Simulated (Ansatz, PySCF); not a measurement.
This triplet is an excited state, 2.96 eV above the relaxed singlet at the level composite: frozen-core CCSD(T) with HF/cc-pV5Z and the correlation energy extrapolated as X^-3 from cc-pVQZ and cc-pV5Z, plus CCSDT(Q) minus CCSD(T) in cc-pVTZ // B3LYP-D3(BJ)/def2-TZVP (Ansatz, a first-principles code).

Cartesian coordinates (Å):
```xyz
2

Al     1.0627     0.0000     0.0000
Cl    -1.0627     0.0000     0.0000
```
Charge 0, spin multiplicity 3.

Task: What is the computed dipole moment, total energy and highest occupied spin orbital (PBE-D3(BJ)/def2-TZVP // B3LYP-D3(BJ)/def2-TZVP in PySCF 2.14.0)?

Result: 
| Item | Value |
|---|---|
| dipole moment | 1.46 D |
| total energy | -702.2752 Ha |
| highest occupied spin orbital | -3.33 eV |
